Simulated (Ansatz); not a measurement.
Total energies of `BrC(Br)Br`.

```xyz
5

Br    1.7194   -0.1805   -0.7640
C     0.0038   -0.0740    0.0967
Br   -0.3547    1.6959    0.7556
Br   -1.4068   -0.7095   -1.0441
H     0.0382   -0.7320    0.9559
```

The species carries charge 0 and has multiplicity 1. Correlated methods include outer-core shells of Br, which these sets cover unevenly. Scalar relativity is left out up to krypton. The structure was optimised at the PBE0-D4/def2-TZVP level. Basis def2-TZVPP, Ansatz 0.2.0.

RPA on PBE orbitals: Hartree–Fock energy of these orbitals -7755.62845 Eh, correlation -1.48853 Eh (frozen core).

```csv
functional,energy without D4 (Eh),D4 term (kJ/mol)
r2SCANh,-7761.10265,-4.1
B2PLYP,-7759.99116,–
```

(1) Give the same for LDA (SPW92), PBE, revPBE, BLYP, r2SCAN, B97M-V, PBE0, B3LYP, r2SCAN0, HSE06 (plane-wave form), BHLYP, CAM-B3LYP, LC-ωPBE, ωB97X-V, ωB97M-V, PBE-QIDH. (Estimate.)

B3LYP takes the VWN-RPA correlation (the form of Gaussian; ORCA's B3LYP/G). HSE06 is the plane-wave form, built on full-range PBE exchange. The double hybrids freeze the cores in their second-order part.

Answers

(1) The calculation gave: 
| functional | energy without D4 (Eh) | D4 term (kJ/mol) |
| --- | --- | --- |
| LDA (SPW92) | -7750.15294 | – |
| PBE | -7759.97008 | -18.3 |
| revPBE | -7760.50260 | -47.4 |
| BLYP | -7761.23382 | -40.1 |
| r2SCAN | -7761.10745 | -3.7 |
| B97M-V | -7759.78610 | – |
| PBE0 | -7760.23645 | -15.5 |
| B3LYP | -7761.25559 | -30.6 |
| r2SCAN0 | -7761.09701 | -4.7 |
| HSE06 (plane-wave form) | -7760.24800 | -14.7 |
| BHLYP | -7761.11724 | -27.4 |
| CAM-B3LYP | -7761.52556 | -16.1 |
| LC-ωPBE | -7760.07952 | – |
| ωB97X-V | -7760.45674 | – |
| ωB97M-V | -7760.72950 | – |
| PBE-QIDH | -7759.30382 | – |

LC-ωPBE has ω = 0.4 bohr⁻¹.
